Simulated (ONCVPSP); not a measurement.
What one change does to a pseudopotential (W (Z = 74), ONCV)

W, optimised norm-conserving Vanderbilt (ONCV), made with ONCVPSP 4.0.1 (PBE, scalar-relativistic). Core [Kr] 4d10, reference 4f14 5s2 5p6 5d4 6s2. Waves: 5s+6s: rc 1.50 bohr, ncon 4, nbas 7, qcut 7.8 1/bohr, 2 projectors; 5p: rc 1.55 bohr, ncon 4, nbas 8, qcut 9.1 1/bohr, 1 projector; 5d: rc 2.20 bohr, ncon 4, nbas 9, qcut 7.4 1/bohr, 2 projectors, debl 1.2 Ha; 4f: rc 0.80 bohr, ncon 4, nbas 9, qcut 18.5 1/bohr, 2 projectors, debl 0.4 Ha. Local part: polynomial inside 0.65 bohr (lpopt 4, dvloc0 0 Ha). Core correction: none.

In the f channel the program set the typed energies aside and used -1.220, 0.250 Ha.

Change: f: debl 1.25.

Cutoffs: the cutoffs (Ha) at which the residual kinetic energy of the hardest occupied pseudo-wave falls to 1 and 0.1 mHa per electron; they do not see the model core or the augmentation charge, which bear on the density cutoff. Errors are all-electron minus pseudo energies relative to the spin-unpolarised reference configuration.

Task: Predict the effect on cutoff, ghosts and configuration errors.

Result: The potential gets neither clearly harder nor softer (174 Ha and 523 Ha → 174 Ha and 523 Ha); both files keep a bound ghost (p, s); the lowest positive-energy flag moves from none to f at 58.3 eV; the errors of the 4 common tests hardly move; the range in which the f phases agree narrows (upper end at the end of the scan → 2.0).

| quantity | base | changed |
| --- | --- | --- |
| cutoff, loose | 174 Ha | 174 Ha |
| cutoff, tight | 523 Ha | 523 Ha |
| bound ghosts | s, p | s, p |
| GHOST(+) flags under 300 eV | none | f at 58.3 eV |
| error for 4f14 5s2 5p6 5d4 6s1, meV [ΔE 8.88 eV] | -3.6 | -3.6 |
| error for 4f14 5s2 5p6 5d4 6s0, meV [ΔE 24.56 eV] | -11 | -11 |
| error for 4f14 5s2 5p6 5d3 6s0, meV [ΔE 49.95 eV] | -12 | -12 |
| error for 4f14 5s2 5p6 5d5 6s1, meV [ΔE 1.54 eV] | -6.1 | -6.2 |
| s: phases at 1.52 bohr within 0.05 rad from the reference energy up to (Ha; the scan ends near 5) | to the end of the scan | to the end of the scan |
| p: phases at 1.57 bohr within 0.05 rad from the reference energy up to (Ha; the scan ends near 5) | to the end of the scan | to the end of the scan |
| d: phases at 2.23 bohr within 0.05 rad from the reference energy up to (Ha; the scan ends near 5) | to the end of the scan | to the end of the scan |
| f: phases at 0.81 bohr within 0.05 rad from the reference energy up to (Ha; the scan ends near 5) | to the end of the scan | 2.0 |

 A true bound ghost makes a file unfit for plane-wave use even where its test errors are small: the radial tests pick states by their node count and pass the ghost by.
